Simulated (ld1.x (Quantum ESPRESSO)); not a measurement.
**Building the TM potential for xenon (BLYP, fully relativistic).**

ld1.x (Quantum ESPRESSO) 7.5 input, shortened:

```
&input
   title='Xe', zed=54., rel=2, dft='BLYP', iswitch=3,
   config='[Kr] 4d10 5s2 5p6', rel_dist='average'
 /
 &inputp
   pseudotype=2, tm=.true., lloc=1,
   nlcc=.true., new_core_ps=.true., rcore=0.60
 /
3
5S  1  0   2.00   0.00  1.60  1.60  0.0
4D  3  2  10.00   0.00  1.00  1.00  0.0
5P  2  1   6.00   0.00  1.90  1.90  0.0
 &test
   configts(1)='4d10 5s2 5p6'
 /
```

Open shells are filled in proportion to 2j + 1 (rel_dist='average').

All-electron outer shells of the reference configuration (BLYP, scalar-relativistic, ld1.x):

| shell | level (eV) | outermost node (bohr) | outermost maximum (bohr) |
| --- | --- | --- | --- |
| 4s | -197.15 | 0.36 | 0.66 |
| 4p | -140.98 | 0.36 | 0.69 |
| 4d | -59.17 | 0.34 | 0.75 |
| 5s | -19.61 | 0.85 | 1.63 |
| 5p | -8.05 | 0.92 | 1.91 |

(1) Estimate the cutoffs (Ry, on a coarse ladder) from which the occupation-weighted sum of valence levels, in a spherical-Bessel basis at the reference potential, stays within 10 and 1 mRy of its value at 400 Ry.

(2) What does a ghost test show?

(3) Which valence shell sets the plane-wave cutoff?

(4) Tests: 4d10 5s2 5p5; 4d10 5s2 5p4; 4d10 5s2 5p3; 4d10 5s2 5p5.5; 4d9 5s2 5p6; 4d10 5s2 5p2; 4d10 5s1 5p6. Which has the largest error in its energy relative to the reference configuration, and how large is it?

Answers

(1) 140 Ry and 230 Ry.

(2) No extra level below or beside the all-electron valence levels (s, d3/2, d5/2, p1/2, p3/2, f tested).

(3) 4d: its level needs 140 Ry to come within 1 mRy, against 45 Ry for 5s.

(4) 4d9 5s2 5p6, with -483 meV (all-electron minus pseudo) on +67.43 eV.
